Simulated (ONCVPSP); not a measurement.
selenium: one change to an ONCV potential, before and after

ONCVPSP 4.0.1 input, shortened (lines: element, Z, core and valence counts, functional; n l f; lmax; l rc ep ncon nbas qcut; lloc lpopt rc5 dvloc0; l nproj debl; icmod fcfact rcfact), LDA (Perdew-Wang 92), scalar-relativistic:

```
  Se 34.00    5    3  -001012      upf
    1    0    2.00
    2    0    2.00
    2    1    6.00
    3    0    2.00
    3    1    6.00
    3    2   10.00
    4    0    2.00
    4    1    4.00
    2
    0    1.55    0.00    5   10    4.00
    1    1.80    0.00    4    9    5.20
    2    0.95    0.00    4    9   19.40
    4    5    0.85    1.00
    0    2    3.00
    1    2    3.30
    2    1    3.30
    0    0.00    0.00
```

All-electron outer shells of the reference configuration (LDA (PZ), scalar-relativistic, ld1.x):

```csv
shell,level (eV),outermost node (bohr),outermost maximum (bohr)
3s,-212.67,0.24,0.50
3p,-152.70,0.21,0.50
3d,-53.39,–,0.45
4s,-17.49,0.70,1.51
4p,-6.66,0.74,1.80
```

Change: p: qcut 6.6.

Cutoffs: the cutoffs (Ha) at which the residual kinetic energy of the hardest occupied pseudo-wave falls to 1 and 0.1 mHa per electron; they do not see the model core or the augmentation charge, which bear on the density cutoff. Errors are all-electron minus pseudo energies relative to the spin-unpolarised reference configuration.

Problem. What does the change do?

Solution. The potential gets neither clearly harder nor softer (135 Ha and 152 Ha → 135 Ha and 152 Ha); both files keep a bound ghost (s); of the 4 tests that both files solve, the error grows in 2 and shrinks in 1 by more than 15 % and 0.3 meV (median size 2.0 → 3.6 meV).

```tsv
quantity	base	changed
cutoff, loose	135 Ha	135 Ha
cutoff, tight	152 Ha	152 Ha
loose cutoff by channel	s 33 Ha, p 9.6 Ha, d 135 Ha	s 33 Ha, p 12 Ha, d 135 Ha
bound ghosts	s	s
GHOST(+) flags under 300 eV	p at 159.1 eV	p at 163.9 eV
error for 3d10 4s2 4p3, meV [ΔE 11.00 eV]	-1.8	-1.7
error for 3d10 4s2 4p2, meV [ΔE 31.56 eV]	-4.0	-2.3
error for 3d10 4s2 4p1, meV [ΔE 62.71 eV]	-2.2	+4.9
error for 3d10 4s0 4p6, meV [ΔE 22.10 eV]	-1.0	-8.8
s: phases at 1.57 bohr within 0.05 rad from the reference energy up to (Ha; the scan ends near 5)	to the end of the scan	to the end of the scan
p: phases at 1.83 bohr within 0.05 rad from the reference energy up to (Ha; the scan ends near 5)	4.4	4.5
d: phases at 0.96 bohr within 0.05 rad from the reference energy up to (Ha; the scan ends near 5)	2.4	2.4
```

 A true bound ghost makes a file unfit for plane-wave use even where its test errors are small: the radial tests pick states by their node count and pass the ghost by.
